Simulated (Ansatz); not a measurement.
One change: `C=N[CH2][GaH][OH]` becomes `C=NCNC`.

Ansatz, PBE0-D4/def2-TZVP geometries, multiplicity 1. Each molecule was computed in one conformer, which needn't be the lowest.

Scalar relativity is left out up to krypton.

```json
{"property": "LUMO energy (PBE0/def2-TZVPP) / eV", "`C=N[CH2][GaH][OH]`": "-0.90"}
{"property": "LUMO energy (PBE/def2-TZVPP) / eV", "`C=N[CH2][GaH][OH]`": "-1.79"}
{"property": "LUMO energy (B3LYP/def2-TZVPP) / eV", "`C=N[CH2][GaH][OH]`": "-1.19"}
{"property": "HOMO energy (PBE0/def2-TZVPP) / eV", "`C=N[CH2][GaH][OH]`": "-7.45"}
{"property": "LUMO energy (ωB97M-V/def2-TZVPP) / eV", "`C=N[CH2][GaH][OH]`": "0.81"}
{"property": "HOMO energy (PBE/def2-TZVPP) / eV", "`C=N[CH2][GaH][OH]`": "-6.05"}
```

Task: What does the change do to each property? (Best estimate.)

Result: Ansatz gave: 
```json
{"property": "LUMO energy (PBE0/def2-TZVPP) / eV", "`C=NCNC`": "-0.39", "shift": "0.51"}
{"property": "LUMO energy (PBE/def2-TZVPP) / eV", "`C=NCNC`": "-1.52", "shift": "0.27"}
{"property": "LUMO energy (B3LYP/def2-TZVPP) / eV", "`C=NCNC`": "-0.67", "shift": "0.52"}
{"property": "HOMO energy (PBE0/def2-TZVPP) / eV", "`C=NCNC`": "-6.65", "shift": "0.80"}
{"property": "LUMO energy (ωB97M-V/def2-TZVPP) / eV", "`C=NCNC`": "1.81", "shift": "1.00"}
{"property": "HOMO energy (PBE/def2-TZVPP) / eV", "`C=NCNC`": "-5.25", "shift": "0.80"}
```

With PBE0 the HOMO rises by 0.80 eV and the LUMO rises by 0.51 eV, so the gap narrows by about 0.29 eV. PBE moves the HOMO by 0.80 eV and ωB97M-V by 0.65 eV.

B3LYP here is the variant with VWN-RPA as its local correlation; programs differ in this.
